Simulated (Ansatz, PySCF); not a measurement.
CH₃Cl₂FOSn, SMILES C[O][Sn]([F])([Cl])[Cl]. Atoms are numbered in the order given.

```xyz
9

C     -2.9083     0.1888    -0.1970
O     -1.7053     0.9293    -0.3564
Sn     0.0311     0.0118    -0.2636
F      0.2756    -1.0539    -1.8571
Cl     1.7307     1.5927    -0.1844
Cl     0.0799    -1.4716     1.5429
H     -3.1170    -0.4565    -1.0692
H     -2.9029    -0.4385     0.7126
H     -3.7277     0.9191    -0.1040
```
Charge 0, spin multiplicity 1.

Geometry: B3LYP-D3(BJ)/def2-SVP. The structure was generated by enumeration; whether it is a known compound was not checked. The def2 effective core potentials stand for the cores of Sn; spin–orbit coupling is left out. The values are those of a single conformer.

Two levels are set side by side: PBE-D3(BJ)/def2-SVP (Ansatz, a quantum-chemistry and plane-wave program) and B3LYP-D3(BJ)/def2-SVP (Ansatz). Each level has its own optimised geometry; the coordinates shown are those of the second. Frequencies come from the Hessian of PySCF at each geometry. Differences are taken from unrounded values.

| quantity | B3LYP-D3(BJ) | PBE-D3(BJ) | PBE-D3(BJ) minus B3LYP-D3(BJ) |
|---|---|---|---|
| mean bond length (Å) | 1.662 | 1.673 | 0.011 |
| bond C1–O2 (Å) | 1.422 | 1.426 | 0.005 |
| bond O2–Sn3 (Å) | 1.966 | 1.989 | 0.023 |
| bond Sn3–F4 (Å) | 1.933 | 1.948 | 0.016 |
| bond Sn3–Cl5 (Å) | 2.323 | 2.332 | 0.010 |
| bond Sn3–Cl6 (Å) | 2.338 | 2.349 | 0.011 |
| bond C1–H7 (Å) | 1.105 | 1.113 | 0.009 |
| bond C1–H8 (Å) | 1.105 | 1.113 | 0.009 |
| bond C1–H9 (Å) | 1.102 | 1.110 | 0.009 |
| highest harmonic wavenumber (cm⁻¹) | 3105 | 3038 | -67 |
| mean harmonic wavenumber (cm⁻¹) | 955 | 927 | -29 |
| zero-point energy (kcal/mol) | 28.68 | 27.82 | -0.86 |

Exact exchange shortens and stiffens bonds; PBE has none. Differences between two approximate levels are no errors against the true value.
